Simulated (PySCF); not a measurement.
C3H4ClNSi. Atoms are numbered in the order given.

```xyz
10

Cl     2.0008     0.0720    -0.7056
Si     0.3738    -0.1748     0.5565
C     -0.7936     1.3059     0.5829
C     -1.9676     0.7968     0.1289
C     -1.9106    -0.6642    -0.2357
N     -0.8120    -1.3347    -0.1204
H      0.8750    -0.6286     1.8921
H     -0.6632     2.3534     0.8887
H     -2.9066     1.3666     0.0171
H     -2.8373    -1.1569    -0.6079
```
Charge 0, spin multiplicity 1.

Geometry: PBE-D3(BJ)/def2-SVP. The structure was generated by enumeration; whether it is a known compound was not checked.

Computed with PBE-D3(BJ)/def2-SVP (PySCF 2.14.0).

Frequencies are harmonic and unscaled.

Computed vibrational spectrum:
```json
[
 {"mode": "1", "ν (cm⁻¹)": "107", "IR (km/mol)": "0.3", "moving atoms (share of kinetic energy)": "C 32 %, Cl 29 %, Si 22 %, H 12 %"},
 {"mode": "2", "ν (cm⁻¹)": "167", "IR (km/mol)": "1.7", "moving atoms (share of kinetic energy)": "C 28 %, Cl 23 %, Si 20 %, N 16 %, H 13 %"},
 {"mode": "3", "ν (cm⁻¹)": "348", "IR (km/mol)": "3.9", "moving atoms (share of kinetic energy)": "C 40 %, Cl 26 %, N 23 %, H 10 %"},
 {"mode": "4", "ν (cm⁻¹)": "440", "IR (km/mol)": "1.5", "moving atoms (share of kinetic energy)": "C 46 %, H 35 %, N 15 %"},
 {"mode": "5", "ν (cm⁻¹)": "479", "IR (km/mol)": "25.9", "moving atoms (share of kinetic energy)": "Si 42 %, C 23 %, N 20 %, H 9 %"},
 {"mode": "6", "ν (cm⁻¹)": "572", "IR (km/mol)": "75.7", "moving atoms (share of kinetic energy)": "Si 47 %, Cl 26 %, N 10 %, C 10 %"},
 {"mode": "7", "ν (cm⁻¹)": "630", "IR (km/mol)": "8.1", "moving atoms (share of kinetic energy)": "C 48 %, Si 32 %, N 14 %"},
 {"mode": "8", "ν (cm⁻¹)": "676", "IR (km/mol)": "34.5", "moving atoms (share of kinetic energy)": "H 82 %, C 15 %"},
 {"mode": "9", "ν (cm⁻¹)": "701", "IR (km/mol)": "7.8", "moving atoms (share of kinetic energy)": "H 79 %, C 11 %, N 10 %"},
 {"mode": "10", "ν (cm⁻¹)": "734", "IR (km/mol)": "18.7", "moving atoms (share of kinetic energy)": "N 34 %, C 27 %, H 25 %, Si 14 %"},
 {"mode": "11", "ν (cm⁻¹)": "792", "IR (km/mol)": "193.8", "moving atoms (share of kinetic energy)": "H 74 %, Si 14 %, C 9 %"},
 {"mode": "12", "ν (cm⁻¹)": "839", "IR (km/mol)": "53.9", "moving atoms (share of kinetic energy)": "C 40 %, H 31 %, N 20 %, Si 9 %"},
 {"mode": "13", "ν (cm⁻¹)": "922", "IR (km/mol)": "34.9", "moving atoms (share of kinetic energy)": "C 69 %, H 27 %"},
 {"mode": "14", "ν (cm⁻¹)": "930", "IR (km/mol)": "6.6", "moving atoms (share of kinetic energy)": "H 75 %, C 24 %"},
 {"mode": "15", "ν (cm⁻¹)": "972", "IR (km/mol)": "0.4", "moving atoms (share of kinetic energy)": "H 66 %, C 33 %"},
 {"mode": "16", "ν (cm⁻¹)": "1039", "IR (km/mol)": "14.8", "moving atoms (share of kinetic energy)": "H 86 %, C 11 %"},
 {"mode": "17", "ν (cm⁻¹)": "1252", "IR (km/mol)": "11.2", "moving atoms (share of kinetic energy)": "H 67 %, C 31 %"},
 {"mode": "18", "ν (cm⁻¹)": "1310", "IR (km/mol)": "7.4", "moving atoms (share of kinetic energy)": "H 73 %, C 18 %, N 9 %"},
 {"mode": "19", "ν (cm⁻¹)": "1525", "IR (km/mol)": "29.3", "moving atoms (share of kinetic energy)": "C 84 %, N 12 %"},
 {"mode": "20", "ν (cm⁻¹)": "1617", "IR (km/mol)": "27.1", "moving atoms (share of kinetic energy)": "C 67 %, N 27 %"},
 {"mode": "21", "ν (cm⁻¹)": "2199", "IR (km/mol)": "82.2", "moving atoms (share of kinetic energy)": "H 97 %"},
 {"mode": "22", "ν (cm⁻¹)": "2989", "IR (km/mol)": "54.0", "moving atoms (share of kinetic energy)": "H 92 %, C 8 %"},
 {"mode": "23", "ν (cm⁻¹)": "3093", "IR (km/mol)": "15.0", "moving atoms (share of kinetic energy)": "H 92 %, C 8 %"},
 {"mode": "24", "ν (cm⁻¹)": "3161", "IR (km/mol)": "0.5", "moving atoms (share of kinetic energy)": "H 91 %, C 9 %"}
]
```
